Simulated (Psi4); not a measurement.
HLiO, charge +1, doublet, geometry from GFN2-xTB (such geometries of metal compounds can be far from the true shape) (a state made from the parent by changing its charge; the spin is typed, not shown lowest); WB97X/cc-pVTZ (Psi4 1.11).

Psi4 was given this input:
```
memory 2 GB

molecule mol {
1 2
  Li   -0.000000   -0.000000   -1.424943
  O     0.000000    0.000000    0.366629
  H     0.000000    0.000000    1.341793
}

set basis cc-pvtz
set reference uks

energy('wb97x')
print_variables()
```

What does Psi4 print? Leave out banner, timings and long lists.


```
   => Loading Basis Set <=

    Name: CC-PVTZ
    Role: ORBITAL
    Keyword: BASIS

         ---------------------------------------------------------
                                   SCF
               by Justin Turney, Rob Parrish, Andy Simmonett
                          and Daniel G. A. Smith
                              UKS Reference
         ---------------------------------------------------------

  ==> Geometry <==

    Molecular point group: c2v
    Full point group: C_inf_v

    Geometry (in Angstrom), charge = 1, multiplicity = 2:

       Center              X                  Y                   Z               Mass
    ------------   -----------------  -----------------  -----------------  -----------------
         LI           0.000000000000     0.000000000000    -1.309162051380     7.016003436600
         O            0.000000000000     0.000000000000     0.482409948620    15.994914619570
         H            0.000000000000     0.000000000000     1.457573948620     1.007825032230

  Running in c2v symmetry.

  Rotational constants: A = ************  B =      0.94239  C =      0.94239 [cm^-1]
  Rotational constants: A = ************  B =  28252.02869  C =  28252.02869 [MHz]
  Nuclear repulsion =   12.003916763801243

  Charge       = 1
  Multiplicity = 2
  Electrons    = 11
  Nalpha       = 6
  Nbeta        = 5

  ==> Algorithm <==

  SCF Algorithm Type is DF.
  DIIS enabled.
  MOM disabled.
  Fractional occupation disabled.
  Guess Type is SAD.
  Energy threshold   = 1.00e-06
  Density threshold  = 1.00e-06
  Integral threshold = 1.00e-12

  ==> Primary Basis <==

  Basis Set: CC-PVTZ
    Blend: CC-PVTZ
    Number of shells: 26
    Number of basis functions: 74
    Number of Cartesian functions: 85
    Spherical Harmonics?: true
    Max angular momentum: 3

  ==> DFT Potential <==

   => LibXC <=

    Version 7.1.2
    S. Lehtola, C. Steigemann, M. J. T. Oliveira, and M. A. L. Marques,  SoftwareX 7, 1–5 (2018) (10.1016/j.softx.2017.11.002)

   => Composite Functional: WB97X <=

    wB97X Hyb-GGA Exchange-Correlation Functional

    J.-D. Chai and M. Head-Gordon,  J. Chem. Phys. 128, 084106 (2008) (10.1063/1.2834918)

    Deriv               =              1
    GGA                 =           TRUE
    Meta                =          FALSE

    Exchange Hybrid     =           TRUE
    MP2 Hybrid          =          FALSE

   => Exchange-Correlation Functionals <=

    1.0000   wB97X range-separated functional

[...]

   @Spin Contamination Metric:   2.851173165E-03
   @S^2 Expected:                7.500000000E-01
   @S^2 Observed:                7.528511732E-01
   @S   Expected:                5.000000000E-01
   @S   Observed:                5.000000000E-01

    Orbital Energies [Eh]
    ---------------------

    Alpha Occupied:

[...]
    Alpha Virtual:

[...]
    Beta Occupied:

[...]
    Beta Virtual:

[...]
    Final Occupation by Irrep:
             A1    A2    B1    B2
    DOCC [     4,    0,    0,    1 ]
    SOCC [     0,    0,    1,    0 ]
    NA   [     4,    0,    1,    1 ]
    NB   [     4,    0,    0,    1 ]

  @DF-UKS Final Energy:   -83.06451602172767

   => Energetics <=

    Nuclear Repulsion Energy =             12.0039167638012430
    One-Electron Energy =                -134.6089363400157026
    Two-Electron Energy =                  47.0325332827845486
    DFT Exchange-Correlation Energy =      -7.4920297282977648
    Empirical Dispersion Energy =           0.0000000000000000
    VV10 Nonlocal Energy =                  0.0000000000000000
    Total Energy =                        -83.0645160217276697

  UHF NO Occupations:
  HONO-2 :    3 A1 1.9996732
  HONO-1 :    4 A1 1.9992225
  HONO-0 :    1 B1 1.0000000
  LUNO+0 :    5 A1 0.0007775
  LUNO+1 :    6 A1 0.0003268
  LUNO+2 :    2 B2 0.0003210
  LUNO+3 :    7 A1 0.0000006

Computation Completed

Properties will be evaluated at   0.000000,   0.000000,   0.000000 [a0]

Properties computed using the SCF density matrix

 Multipole Moments:

 ------------------------------------------------------------------------------------
     Multipole            Electronic (a.u.)      Nuclear  (a.u.)        Total (a.u.)
 ------------------------------------------------------------------------------------

 L = 1.  Multiply by 2.5417464519 to convert [e a0] to [Debye]
 Dipole X            :          0.0000000            0.0000000            0.0000000
 Dipole Y            :          0.0000000            0.0000000            0.0000000
 Dipole Z            :         -3.9734959            2.6255238           -1.3479721
 Magnitude           :                                                    1.3479721

 ------------------------------------------------------------------------------------

  Variable Map:
  ----------------------------------------------------------------------------
[...]
  Array Variable Map:
  ----------------------------------------------------------------------------
[...]
[...]
```
